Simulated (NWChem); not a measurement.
System: SiH₂O, singlet; SMILES O[SiH]

Here is an NWChem input.

```
start job
memory heap 200 mb stack 900 mb global 1100 mb
geometry units angstroms noautoz
  Si     0.139895    -0.633578     0.000000
  H     -1.400700    -0.853776     0.000000
  O      0.127129     1.035637     0.000000
  H     -0.721403     1.492208     0.000000
end
basis spherical
  * library def2-svp
end
dft
  xc xpbe96 cpbe96
  iterations 150
  vectors input atomic output neutral.movecs
end
task dft energy
charge 1
dft
  odft
  mult 2
  vectors input atomic output cation.movecs
end
task dft energy
```

Output (shortened):

```
             Northwest Computational Chemistry Package (NWChem) 7.3.0
             --------------------------------------------------------

 CS  symmetry detected

                             Geometry "geometry" -> ""
                             -------------------------

 Output coordinates in angstroms (scale by  1.889725989 to convert to a.u.)

  No.       Tag          Charge          X              Y              Z
 ---- ---------------- ---------- -------------- -------------- --------------
    1 Si                  14.0000     0.09960981    -0.63656176     0.00000000
    2 H                    1.0000    -1.44257791    -0.84531314     0.00000000
    3 O                    8.0000     0.09923985     1.03270201     0.00000000
    4 H                    1.0000    -0.74587823     1.49556167     0.00000000

 Effective nuclear repulsion energy (a.u.)      49.8482597900

      Symmetry information
      --------------------

 Group name             Cs
 Group number              2
 Group order               2
 No. of unique centers     4

  pbe96 is a nonlocal functional; adding pw91lda local functional.

                                 NWChem DFT Module
                                 -----------------

 Summary of "ao basis" -> "ao basis" (spherical)
 ------------------------------------------------------------------------------
       Tag                 Description            Shells   Functions and Types
 ---------------- ------------------------------  ------  ---------------------
 Si                         def2-svp                 8       18   4s3p1d
 H                          def2-svp                 3        5   2s1p
 O                          def2-svp                 6       14   3s2p1d

      Symmetry analysis of basis
      --------------------------

        a'         31
        a"         11

            General Information
            -------------------
          SCF calculation type: DFT
          Wavefunction type:  closed shell.
          No. of atoms     :     4
          No. of electrons :    24
           Alpha electrons :    12
            Beta electrons :    12
          Charge           :     0
          Spin multiplicity:     1
          Use of symmetry is: on ; symmetry adaption is: on
          Maximum number of iterations: 150
          AO basis - number of functions:    42
                     number of shells:    20
          Convergence on energy requested:  1.00D-06
          Convergence on density requested:  1.00D-05
          Convergence on gradient requested:  5.00D-04

              XC Information
              --------------
          PerdewBurkeErnzerhof Exchange Functional  1.000
            Perdew 1991 LDA Correlation Functional  1.000 local
           PerdewBurkeErnz. Correlation Functional  1.000 non-local

             Grid Information
             ----------------
          Grid used for XC integration:  medium
          Radial quadrature: Mura-Knowles
          Angular quadrature: Lebedev.
          Tag              B.-S. Rad. Rad. Pts. Rad. Cut. Ang. Pts.
          ---              ---------- --------- --------- ---------
          Si                  1.10       88           8.0       590
          H                   0.35       45           8.0       434
          O                   0.60       49           8.0       434
          Grid pruning is: on
          Number of quadrature shells:   227
          Spatial weights used:  Erf1

      Superposition of Atomic Density Guess
      -------------------------------------

 Sum of atomic energies:        -364.42825622

      Non-variational initial energy
      ------------------------------

 Total energy =    -364.706489
 1-e energy   =    -603.304015
 2-e energy   =     188.749266
 HOMO         =      -0.227482
 LUMO         =      -0.046546

      Symmetry analysis of molecular orbitals - initial
      -------------------------------------------------

  Numbering of irreducible representations:

     1 a'          2 a"

  Orbital symmetries:

     1 a'          2 a'          3 a'          4 a'          5 a'
     6 a"          7 a'          8 a'          9 a'         10 a"
    11 a'         12 a'         13 a"         14 a'         15 a'
    16 a'         17 a'         18 a'         19 a"         20 a'
    21 a'         22 a"

   convergence    iter        energy       DeltaE   RMS-Dens  Diis-err
 ---------------- ----- ----------------- --------- --------- ---------
 d= 0,ls=0.0,diis     1   -365.4578593812 -4.15D+02  3.31D-02  4.72D-01
 d= 0,ls=0.0,diis     2   -365.0445615990  4.13D-01  2.49D-02  4.01D+00
 d= 0,ls=0.0,diis     3   -365.5111214807 -4.67D-01  3.26D-03  2.39D-02
 d= 0,ls=0.0,diis     4   -365.5140017369 -2.88D-03  8.28D-04  1.05D-03
 d= 0,ls=0.0,diis     5   -365.5141207052 -1.19D-04  2.68D-04  3.88D-05
  Resetting Diis
 d= 0,ls=0.0,diis     6   -365.5141268064 -6.10D-06  7.81D-05  4.04D-06
 d= 0,ls=0.0,diis     7   -365.5141275450 -7.39D-07  1.38D-05  5.19D-08
 d= 0,ls=0.0,diis     8   -365.5141275315  1.35D-08  6.54D-06  2.01D-07

         Total DFT energy =     -365.514127531532
      One electron energy =     -604.730666473396
           Coulomb energy =      219.332222098634
    Exchange-Corr. energy =      -29.963942946739
 Nuclear repulsion energy =       49.848259789969

 Numeric. integr. density =       24.000002967080

                  Occupations of the irreducible representations
                  ----------------------------------------------

                     irrep           alpha         beta
                     --------     --------     --------
                     a'               10.0         10.0
                     a"                2.0          2.0

                       DFT Final Molecular Orbital Analysis
                       ------------------------------------

 Vector   10  Occ=2.000000D+00  E=-3.124008D-01  Symmetry=a"
              MO Center=  8.2D-02,  8.5D-01,  2.6D-15, r^2= 9.5D-01
   Bfn.  Coefficient  Atom+Function         Bfn.  Coefficient  Atom+Function
  ----- ------------  ---------------      ----- ------------  ---------------
    29      0.586612  3 O  pz                32      0.426122  3 O  pz
    13      0.166036  1 Si pz                10      0.146986  1 Si pz
     7     -0.084123  1 Si pz                15      0.067072  1 Si d -1
    42      0.026786  4 H  pz

 Vector   11  Occ=2.000000D+00  E=-2.961926D-01  Symmetry=a'
              MO Center= -3.4D-02,  4.2D-01, -4.3D-15, r^2= 2.0D+00
   Bfn.  Coefficient  Atom+Function         Bfn.  Coefficient  Atom+Function
  ----- ------------  ---------------      ----- ------------  ---------------
    28      0.408019  3 O  py                27      0.347302  3 O  px
    31      0.280734  3 O  py                30      0.248997  3 O  px
     9     -0.193668  1 Si py                 3      0.182936  1 Si s
    19      0.177572  2 H  s                  4      0.167279  1 Si s
     2      0.113741  1 Si s                  6      0.111846  1 Si py

 Vector   12  Occ=2.000000D+00  E=-1.996355D-01  Symmetry=a'
              MO Center=  7.5D-02, -8.1D-01, -1.0D-14, r^2= 2.4D+00
   Bfn.  Coefficient  Atom+Function         Bfn.  Coefficient  Atom+Function
  ----- ------------  ---------------      ----- ------------  ---------------
     3      0.407632  1 Si s                  4      0.374865  1 Si s
    20     -0.299427  2 H  s                 19     -0.295123  2 H  s
     8      0.286001  1 Si px                11      0.267045  1 Si px
     2      0.239861  1 Si s                 12     -0.164867  1 Si py
     5     -0.153787  1 Si px                26     -0.144678  3 O  s

 Vector   13  Occ=0.000000D+00  E=-1.024577D-01  Symmetry=a"
              MO Center=  7.4D-02, -5.5D-01,  9.5D-15, r^2= 2.5D+00
   Bfn.  Coefficient  Atom+Function         Bfn.  Coefficient  Atom+Function
  ----- ------------  ---------------      ----- ------------  ---------------
    13      0.692107  1 Si pz                10      0.418022  1 Si pz
    29     -0.268797  3 O  pz                32     -0.257228  3 O  pz
     7     -0.215961  1 Si pz                15     -0.041853  1 Si d -1

 Vector   14  Occ=0.000000D+00  E=-1.240253D-02  Symmetry=a'
              MO Center= -2.0D-01,  8.6D-02,  2.4D-16, r^2= 4.1D+00
   Bfn.  Coefficient  Atom+Function         Bfn.  Coefficient  Atom+Function
  ----- ------------  ---------------      ----- ------------  ---------------
    26      0.757744  3 O  s                 12     -0.675303  1 Si py
    39     -0.646635  4 H  s                 11     -0.463588  1 Si px
    20     -0.462389  2 H  s                  9     -0.219474  1 Si py
    25      0.184914  3 O  s                 38     -0.168647  4 H  s
    30     -0.142001  3 O  px                 8     -0.138221  1 Si px

 Vector   15  Occ=0.000000D+00  E= 6.684048D-02  Symmetry=a'
              MO Center= -5.1D-01, -5.1D-01,  3.9D-15, r^2= 3.7D+00
   Bfn.  Coefficient  Atom+Function         Bfn.  Coefficient  Atom+Function
  ----- ------------  ---------------      ----- ------------  ---------------
    20      1.530085  2 H  s                 11      1.215124  1 Si px
     4     -1.000863  1 Si s                 26      0.424820  3 O  s
     3     -0.311220  1 Si s                 12     -0.283076  1 Si py
     8      0.260390  1 Si px                19      0.215684  2 H  s
    39     -0.209164  4 H  s                 30     -0.181639  3 O  px

     Multipole analysis of the density
     ---------------------------------

     L   x y z        total         alpha         beta         nuclear
     -   - - -        -----         -----         ----         -------
     0   0 0 0     -0.000000    -12.000000    -12.000000     24.000000

     1   1 0 0     -0.597829     -0.298915     -0.298915      0.000000
     1   0 1 0      0.347448      0.173724      0.173724      0.000000
     1   0 0 1     -0.000000     -0.000000     -0.000000      0.000000

[...]
```

Level: PBE/def2-SVP, vertical spin-unrestricted ions. Low-valent species are run as closed-shell singlets; no triplet was tried in these runs. Structure relaxed at the PBE0/def2-SVP level.
